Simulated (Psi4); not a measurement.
C₄H₄N (SMILES c1cc[n-]c1), charge -1, singlet, geometry from GFN2-xTB (a gas-phase anion, which may not be bound at this level), atoms displaced at random by about 0.03 Å a coordinate; HF/STO-3G, gradient (Psi4 1.11).

Here is a job for Psi4.
```
memory 2 GB

molecule mol {
-1 1
N     0.018885   -0.047804    1.204336
C    -0.009392    1.106689    0.392874
C    -0.014218   -1.063665    0.467445
C    -0.021921    0.659875   -0.944305
C     0.002266   -0.698350   -0.960189
H    -0.037698    2.064338    0.766180
H     0.050351   -2.063219    0.831302
H    -0.034864    1.365642   -1.772285
H     0.012407   -1.341236   -1.850083
symmetry c1
no_reorient
no_com
}

set {
  basis sto-3g
  reference rhf
}

gradient('scf')
print_variables()
```

What the program printed (banner, timings and long lists left out):

```
gradient() will perform analytic gradient computation.

   => Loading Basis Set <=

    Name: STO-3G
    Role: ORBITAL
    Keyword: BASIS

         ---------------------------------------------------------
                                   SCF
               by Justin Turney, Rob Parrish, Andy Simmonett
                          and Daniel G. A. Smith
                              RHF Reference
         ---------------------------------------------------------

  ==> Geometry <==

    Molecular point group: c1
    Full point group: C1

    Geometry (in Angstrom), charge = -1, multiplicity = 1:

       Center              X                  Y                   Z               Mass
    ------------   -----------------  -----------------  -----------------  -----------------
         N            0.018885000000    -0.047804000000     1.204336000000    14.003074004430
         C           -0.009392000000     1.106689000000     0.392874000000    12.000000000000
         C           -0.014218000000    -1.063665000000     0.467445000000    12.000000000000
         C           -0.021921000000     0.659875000000    -0.944305000000    12.000000000000
         C            0.002266000000    -0.698350000000    -0.960189000000    12.000000000000
         H           -0.037698000000     2.064338000000     0.766180000000     1.007825032230
         H            0.050351000000    -2.063219000000     0.831302000000     1.007825032230
         H           -0.034864000000     1.365642000000    -1.772285000000     1.007825032230
         H            0.012407000000    -1.341236000000    -1.850083000000     1.007825032230

  Running in c1 symmetry.

  Rotational constants: A =      0.32849  B =      0.30747  C =      0.15885 [cm^-1]
  Rotational constants: A =   9847.94438  B =   9217.69509  C =   4762.34364 [MHz]
  Nuclear repulsion =  152.346216052441349

  Charge       = -1
  Multiplicity = 1
  Electrons    = 36
  Nalpha       = 18
  Nbeta        = 18

  ==> Algorithm <==

  SCF Algorithm Type is DF.
  DIIS enabled.
  MOM disabled.
  Fractional occupation disabled.
  Guess Type is SAD.
  Energy threshold   = 1.00e-08
  Density threshold  = 1.00e-08
  Integral threshold = 1.00e-12

  ==> Primary Basis <==

  Basis Set: STO-3G
    Blend: STO-3G
    Number of shells: 19
    Number of basis functions: 29
    Number of Cartesian functions: 29
    Spherical Harmonics?: true
    Max angular momentum: 1

   => Loading Basis Set <=

    Name: (STO-3G AUX)
    Role: JKFIT
    Keyword: DF_BASIS_SCF

  ==> Integral Setup <==

  SCF_SUBTYPE=INCORE selected. In-core MEM_DF algorithm will be used.
  Using in-core AOs.

  ==> MemDFJK: Density-Fitted J/K Matrices <==

    J tasked:                   Yes
    K tasked:                   Yes
    wK tasked:                   No
    Algorithm:                 Core
    Schwarz Cutoff:           1E-12
    Mask sparsity (%):       1.1891
    Fitting Condition:        1E-10

   => Auxiliary Basis Set <=

  Basis Set: (STO-3G AUX)
    Blend: DEF2-UNIVERSAL-JKFIT
    Number of shells: 149
    Number of basis functions: 449
    Number of Cartesian functions: 529
    Spherical Harmonics?: true
    Max angular momentum: 4

  Minimum eigenvalue in the overlap matrix is 1.7742406324E-01.
  Reciprocal condition number of the overlap matrix is 6.8473298368E-02.
    Using symmetric orthogonalization.

  ==> Pre-Iterations <==

  SCF Guess: Superposition of Atomic Densities via on-the-fly atomic UHF (no occupation information).

   -------------------------
    Irrep   Nso     Nmo
   -------------------------
     A         29      29
   -------------------------
    Total      29      29
   -------------------------

  ==> Iterations <==

                           Total Energy        Delta E     RMS |[F,P]|

   @DF-RHF iter SAD:  -202.49327458218090   -2.02493e+02   0.00000e+00
   @DF-RHF iter   1:  -205.43401406808061   -2.94074e+00   8.55578e-03 ADIIS/DIIS
[...]
  @DF-RHF Final Energy:  -205.48290628455931
    Total Energy =                       -205.4829062845593057
[...]

 ------------------------------------------------------------------------------------
     Multipole            Electronic (a.u.)      Nuclear  (a.u.)        Total (a.u.)
 ------------------------------------------------------------------------------------

 L = 1.  Multiply by 2.5417464519 to convert [e a0] to [Debye]
 Dipole X            :          0.2544570           -0.2592685           -0.0048116
 Dipole Y            :          0.5314315           -0.5325418           -0.0011103
 Dipole Z            :         -0.8161912            0.2653478           -0.5508434
 Magnitude           :                                                    0.5508656

 ------------------------------------------------------------------------------------

         ------------------------------------------------------------
                                   SCF GRAD
                          Rob Parrish, Justin Turney,
                       Andy Simmonett, and Alex Sokolov
         ------------------------------------------------------------

  ==> Geometry <==

    Molecular point group: c1
    Full point group: C1

    Geometry (in Angstrom), charge = -1, multiplicity = 1:

       Center              X                  Y                   Z               Mass
    ------------   -----------------  -----------------  -----------------  -----------------
         N            0.018885000000    -0.047804000000     1.204336000000    14.003074004430
         C           -0.009392000000     1.106689000000     0.392874000000    12.000000000000
         C           -0.014218000000    -1.063665000000     0.467445000000    12.000000000000
         C           -0.021921000000     0.659875000000    -0.944305000000    12.000000000000
         C            0.002266000000    -0.698350000000    -0.960189000000    12.000000000000
         H           -0.037698000000     2.064338000000     0.766180000000     1.007825032230
         H            0.050351000000    -2.063219000000     0.831302000000     1.007825032230
         H           -0.034864000000     1.365642000000    -1.772285000000     1.007825032230
         H            0.012407000000    -1.341236000000    -1.850083000000     1.007825032230

  Nuclear repulsion =  152.346216052441349

  ==> Basis Set <==

  Basis Set: STO-3G
    Blend: STO-3G
    Number of shells: 19
    Number of basis functions: 29
    Number of Cartesian functions: 29
    Spherical Harmonics?: true
    Max angular momentum: 1

  ==> DFJKGrad: Density-Fitted SCF Gradients <==

    Gradient:                    1
    J tasked:                  Yes
    K tasked:                  Yes
    wK tasked:                  No
    Integrals threads:           1
    Schwarz Cutoff:          1E-12
    Fitting Condition:       1E-10

   => Auxiliary Basis Set <=

  Basis Set: (STO-3G AUX)
    Blend: DEF2-UNIVERSAL-JKFIT
    Number of shells: 149
    Number of basis functions: 449
    Number of Cartesian functions: 529
    Spherical Harmonics?: true
    Max angular momentum: 4

  -Total Gradient:
     Atom            X                  Y                   Z
    ------   -----------------  -----------------  -----------------
       1        0.004347747092    -0.135678198823    -0.089318178001
       2       -0.001581166546     0.106810267648     0.029447230479
       3       -0.009282196218     0.068922549397     0.148876356484
       4       -0.001326622377    -0.054146705507    -0.016020666878
       5        0.004993587646     0.040207860144    -0.029571176781
       6        0.000114262079    -0.045688599199    -0.019707265974
       7        0.001641171137     0.015419606372    -0.009465975669
       8       -0.000057772368     0.010642113958     0.002854912923
       9        0.001150989556    -0.006488893991    -0.017095236583

  Variable Map:
  ----------------------------------------------------------------------------
[...]
  Array Variable Map:
  ----------------------------------------------------------------------------
[...]
[...]
```
